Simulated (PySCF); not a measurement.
BrClFIn, SMILES [F][In]([Br])[Cl] (CAM-B3LYP/def2-SVP optimised geometry):

```
4

In    -0.461    -0.138     0.000
F     -1.330    -1.868     0.002
Cl     1.851    -0.138     0.000
Br    -1.851     1.868     0.000
```

Level of theory: PySCF with CAM-B3LYP/def2-TZVP, def2 effective core potentials past Kr.

### Question
What are the frontier orbital energies and the dipole moment?

### Answer
HOMO-2 -10.96 eV, HOMO-1 -10.59 eV, HOMO -10.47 eV, LUMO -2.24 eV, LUMO+1 -0.97 eV; dipole moment 1.25 D.

On the same geometry PBE/def2-TZVP, def2 effective core potentials past Kr (PySCF 2.14.0) gives HOMO-2 -8.14 eV, HOMO-1 -7.94 eV, HOMO -7.80 eV, LUMO -4.03 eV, LUMO+1 -2.49 eV; dipole moment 1.17 D.
